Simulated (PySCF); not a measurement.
r2SCANh on He (helium, neutral), 1s1 2p1, high-spin 3P determinant (an excited configuration). Calculation: PySCF 2.14, in dyall-av3z (10s3p2d, 29 functions); the spin-free X2C one-electron Hamiltonian (Gaussian nucleus).

```
cycle= 1 E= -2.02222735561956  delta_E= -0.000517  |g|= 0.00255  |ddm|= 0.0195
cycle= 2 E= -2.0222288304645  delta_E= -1.47e-06  |g|= 0.00017  |ddm|= 0.00147
cycle= 3 E= -2.02222884035513  delta_E= -9.89e-09  |g|= 1.1e-05  |ddm|= 0.00012
cycle= 4 E= -2.02222884041941  delta_E= -6.43e-11  |g|= 1.02e-06  |ddm|= 1.6e-05
converged SCF energy = -2.02222884041941  <S^2> = 2  2S+1 = 3
```

Highest occupied orbital energy: 2.741 eV; ⟨L²⟩ = 2.00; populations by l: s 1.00, p 1.00, d 0.00.

Problem. Can this result be used?

Solution. Not for this state. The run converged. The outer electron is Rydberg-like, and this basis confines it to a smaller radius and binds it less than a complete one would. At r2SCANh the highest occupied level has a positive energy, so only the finite basis holds that electron; for this excited configuration the basis is too tight for the outer shell.
